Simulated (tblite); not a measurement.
Compound: C7H13F.
Z-matrix (Å and degrees, GFN2-xTB geometry), rows numbered from 1:
```
C 
C   1  1.5232
C   2  1.5334  1  111.58
C   3  1.5012  2  111.37  1  -179.22
C   4  1.5014  3  116.92  2    73.68
C   4  1.3277  3  121.58  2  -105.00
C   6  1.4953  4  124.03  3   178.79
F   7  1.3734  6  110.72  4  -179.60
H   1  1.0880  2  110.65  3    60.37
H   1  1.0878  2  110.58  3   -59.59
H   1  1.0875  2  110.54  3  -179.63
H   2  1.0919  1  109.61  3   120.66
H   2  1.0917  1  109.43  3  -121.44
H   3  1.0912  2  108.93  1    59.37
H   3  1.0930  2  108.98  1   -58.36
H   5  1.0897  4  110.50  3   123.88
H   5  1.0861  4  111.08  3     3.43
H   5  1.0897  4  110.69  3  -117.25
H   6  1.0796  4  121.30  3    -1.42
H   7  1.0983  6  111.87  4    61.70
H   7  1.0982  6  111.91  4   -60.83
```

Method: GFN2-xTB as coded in tblite; computed harmonic values from a numerical Hessian at the method's own geometry, unscaled. Errors from tens to a few hundred cm⁻¹ against measured bands are possible. One conformer, not necessarily the lowest.

Harmonic wavenumbers (cm⁻¹): 39.4, 56.0, 68.2, 92.9, 141.9, 181.4, 232.1, 280.6, 317.4, 330.6, 434.4, 488.5, 587.1, 779.9, 786.9, 874.3, 898.6, 945.0, 967.9, 1021.3, 1030.3, 1033.2, 1078.4, 1092.7, 1114.3, 1132.0, 1199.6, 1202.4, 1226.9, 1271.4, 1283.2, 1298.5, 1339.1, 1354.8, 1405.7, 1416.6, 1431.3, 1481.4, 1484.0, 1489.6, 1498.6, 1503.8, 1506.4, 1729.9, 2886.5, 2908.0, 2960.0, 2976.0, 2987.1, 2992.2, 2997.8, 3012.7, 3030.3, 3034.0, 3039.1, 3053.8, 3093.4.

A = 4259, B = 790.6, C = 709.2 MHz; mass 116.100 u (most abundant isotopes); point group C1, symmetry number 1.

Task: Zero-point energy?

Result: Half the sum of the wavenumbers: 40050 cm⁻¹ = 114.51 kcal/mol.

Task: Entropy at 400 K, 1 bar (ideal gas, RRHO, classical rotation)?

Result: Translation 41.65, rotation 30.16, vibration 42.75: S = 114.6 cal/(mol K).

Task: And Cp and H(400 K) − H(0)?

Result: Cp = 47.98 cal/(mol K), of which vibrations give 40.03 (their classical limit is 57 R = 113.3); H(400 K) − H(0) = 11.50 kcal/mol without the zero-point energy, 8.32 from vibrations.

Task: Which modes carry the vibrational entropy at 400 K?

Result: 39.4 cm⁻¹: 5.87; 56.0 cm⁻¹: 5.17; 68.2 cm⁻¹: 4.78; 92.9 cm⁻¹: 4.17; 141.9 cm⁻¹: 3.35; 181.4 cm⁻¹: 2.87 cal/(mol K); the other 51 give 16.53 together.

Task: What must be added to the electronic energy to get the Gibbs energy at 400 K and 1 bar?

Result: ZPE + [H(400 K) − H(0)] − T·S = 114.51 + 11.50 − 45.83 = 80.18 kcal/mol.

Task: How do the functions run with temperature in this model?

Result: 
| T (K) | S (cal/(mol K)) | Cp (cal/(mol K)) | H − H(0) (kcal/mol) | G − H(0) (kcal/mol) | ln q(vib) |
| --- | --- | --- | --- | --- | --- |
| 150 | 81.4 | 24.7 | 2.58 | -9.63 | 4.09 |
| 250 | 95.9 | 33.0 | 5.45 | -18.52 | 7.02 |
| 298.15 | 102.1 | 37.6 | 7.15 | -23.29 | 8.34 |
| 600 | 137.5 | 65.6 | 22.95 | -59.57 | 16.20 |
| 900 | 167.8 | 83.4 | 45.50 | -105.49 | 23.60 |

q(vib) and H(0) count from the zero-point level.

Task: Blend soft modes into free rotors: weight 1/[1 + (100 cm⁻¹/ν̃)⁴] for the oscillator and the rest for a rotor with moment μB/(μ + B), μ = h/(8π²ν), B = 10⁻⁴⁴ kg m². What vibrational entropy results?

Result: 37.96 cal/(mol K) in place of 42.75, which changes −T·S at 400 K by +1.92 kcal/mol.

Hindered rotation and anharmonicity are outside this model. Other conformers, if any are populated, would add a mixing term that is left out. The structure is chiral; the term R ln 2 for an equal mix with its mirror image is left out.

On Arm Neoverse V2, one thread, shared host with 32 logical CPUs at a one-minute load of 30, this took 0.59 s wall. The figure is for the frequency step alone.
